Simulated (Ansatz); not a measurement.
Correlation energies of CH$_{8}$O$_{2}$Si$_{2}$ (`O[SiH2]C[SiH2]O`) by basis set

```xyz
13

O     1.636   -0.575   -1.634
Si   -0.012   -0.474   -1.668
C    -0.743   -0.334    0.044
Si    0.185    0.830    1.171
O    -0.686    1.256    2.508
H     2.036   -1.360   -1.260
H    -0.593   -1.657   -2.366
H    -0.305    0.755   -2.442
H    -1.773    0.027   -0.064
H    -0.797   -1.327    0.506
H     0.466    2.109    0.479
H     1.462    0.175    1.574
H    -0.877    0.574    3.152
```

Charge 0, multiplicity 1. The structure was optimised at the PBE0-D4/def2-TZVP level. It is one conformer, not always the lowest. Frozen core, restricted reference, Ansatz. CBS rows extrapolate triple and quadruple zeta; past MP2 they add the triple-zeta difference.

| basis | HF (Eh) | MP2 corr. |
| --- | --- | --- |
| def2-TZVPP | -770.33867 | -0.90833 |
| def2-QZVPP | -770.36675 | -0.97826 |

Question: Estimate the CCSD correlation energy and the (T) correction in each basis where they were run (hartree).

Answer: 
```
     basis  CCSD corr.       (T)
def2-TZVPP    -0.95522  -0.03374
 CBS(def2)    -1.07696     as TZ
```
